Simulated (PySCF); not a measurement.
## How methods differ on the ionisation energy of Mn

Mn [Ar] 3d5 4s2 (6S) → Mn+ [Ar] 3d5 4s1 (7S), as a difference of total energies. Calculation: PySCF 2.14, in cc-pVDZ (6s5p3d1f, 43 functions); no relativity, point nucleus. Correlated levels: valence: [Ar] frozen. The calculations carry no spin-orbit coupling.

| method | ionisation energy (eV) |
| --- | --- |
| UHF | 5.982 |
| B3LYP | 7.499 |
| PBE0 | 7.028 |
| MP2 (valence) | 6.845 |
| SCS-MP2 (valence) | 7.027 |

**Question.** How much does correlation contribute at MP2 (valence)?

**Answer.** 6.845 − (5.982) = 0.863 eV, measured against UHF.

These non-relativistic numbers lack the scalar-relativistic shift.

Errors of the correlated levels include the incompleteness of this basis and the frozen core.

MP2 underrates the near-degeneracy of ns² with np² in the lower species.

For comparison: 7.434 eV (measured; NIST Atomic Spectra Database, ionization energies).
